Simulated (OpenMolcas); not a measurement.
Pt6+ among 6 point charges of -1.7 e arranged as an octahedron (Oh).

```yaml
Program: OpenMolcas 26.06
Method: CASSCF
Basis: ANO-RCC-VDZP [7s6p4d2f]
Scalar_Hamiltonian: DKH2, point nucleus
Active_space: 4 electrons in 5 orbitals (5d)
State_averaging: 2S+1 = 5 even, 5 roots; 2S+1 = 3 even, 45 roots; 2S+1 = 1 even, 50 roots
Spin-orbit_coupling: state interaction with AMFI integrals over the reference wave functions
```

All point charges move together. At R = 2.04 Å |10Dq| is 4948 cm-1, and at R = 2.46 Å it is 1953 cm-1.

Q: A third run gives 3257 cm-1. What distance was it run at?

A: With a power law R^-n the two known points give n = -ln(1953 / 4948) / ln(2.46 / 2.04) = 4.97. Then R = 2.04 × (4948 / 3257)^(1/4.97) = 2.219 Å. The run was at 2.22 Å, so the estimate is off by -0.001 Å.

Without dynamic correlation the repulsion within the d shell is too large (B by tens of per cent), so at a given field states of lower spin stand too high. Point charges give a weaker field than real ligands, and real ions of this kind are as a rule low spin; the high spin found here belongs to the model. The ground term spreads over less than 5000 cm-1, several times less than with real ligands, so orbital moments are less quenched and χT lies further from the spin-only value than at real sites. Spin-orbit coupling mixes the spin-free states strongly: the lowest level takes only 31 % from its leading state, 5E (figures for R = 2.04; the like holds for R = 2.22, R = 2.46). This field is weak: 10Dq is about 4948 cm-1, while octahedral complexes of 5d ions of charge 3 and more, computed by the same method with explicit ligands, had a median near 35000 cm-1. Ground spin and moment need not be those of a real site (figures for R = 2.04; the like holds for R = 2.22, R = 2.46). This is an electrostatic model: the charges have no orbitals. No measured value stands beside these numbers.
